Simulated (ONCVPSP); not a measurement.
Potentials for N compared

Generated with ld1.x 7.5 (TM, RRKJ, ultrasoft, PAW), atompaw 4.2 or ONCVPSP 4.0.1. The cutoff is in Ry: for ld1.x and atompaw files where the sum of valence levels is converged to 10 mRy in a Bessel basis, for ONCV files where the hardest occupied wave has 1 mHa per electron of residual kinetic energy. The error is the largest all-electron minus pseudo excitation energy over each file’s own four to seven test configurations (ionisations up to +4, promotions, holes and added fractions of an electron), all of which were solved. The labels leave out finer settings (local radius, basis sizes, second energies), which also bear on the numbers. Spin-polarised tests are not counted. The rows are a selection from randomly drawn settings: files with unsolved tests, undetermined cutoffs or missed reference levels are left out.

| potential | cutoff (Ry) | largest error (meV) | bound ghosts |
| --- | --- | --- | --- |
| ONCV, PBE, scalar-relativistic, rc 0.80/2.15 (sp), local smoothed, core correction yes, reference 2s1 2p4, qcut 6.8/5.7, projectors 2/2 | 85 | +4517 | none |
| ONCV, LDA (Perdew-Wang 92), scalar-relativistic, rc 0.75/1.30 (sp), local s, core correction yes, reference 2s2 2p2.75, qcut 8.9/12.8, projectors 0/2 | 456 | +33 | none |
| ONCV, PBE, scalar-relativistic, rc 1.00/1.70/1.00 (spd), local d, core correction yes, reference 2s2 2p3, qcut 5.4/9.3/9.2, projectors 2/3/0 | 185 | +778 | none |
| ONCV, LDA (Perdew-Wang 92), scalar-relativistic, rc 0.70/1.25/1.25 (spd), local s, core correction yes, reference 2s1.5 2p3.5, qcut 10.6/5.7/6.8, projectors 0/3/2 | 184 | +253 | none |

(1) Fill in the row for N: ONCV, PBE, scalar-relativistic, rc 0.85/2.20 (sp), local smoothed, core correction yes, reference 2s2 2p1.5, qcut 7.6/7, projectors 2/1.

(2) Fill in the row for N: ONCV, LDA (Perdew-Wang 92), scalar-relativistic, rc 1.05/1.75/1.85 (spd), local s, core correction yes, reference 2s2 2p1.5, qcut 6.2/9.9/6.2, projectors 0/3/1.

(3) Fill in the row for N: ONCV, PBEsol, scalar-relativistic, rc 1.15/2.25 (sp), local s, core correction yes, reference 2s2 2p3, qcut 5.8/7.8, projectors 0/2.

Answers

(1) cutoff 59 Ry, largest error +221 meV, bound ghosts: none.

(2) cutoff 95 Ry, largest error +68 meV, bound ghosts: none.

(3) cutoff 79 Ry, largest error +1984 meV, bound ghosts: none.
